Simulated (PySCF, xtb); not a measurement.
OSc, SMILES [Sc]=[O] (connectivity only; charge and spin as stated), neutral, multiplicity 2.

Harmonic wavenumbers (cm⁻¹) from GFN2-xTB in xtb at its own minimum, in rising order: 617.

What does PBE-D3(BJ)/def2-TZVPD in PySCF give at its own minimum? (An estimate is asked for; the answer gives what the named calculation found.)

976. Paired by order, the mean absolute difference is 359 cm⁻¹ and the zero-point energies are 0.9 and 1.4 kcal/mol.
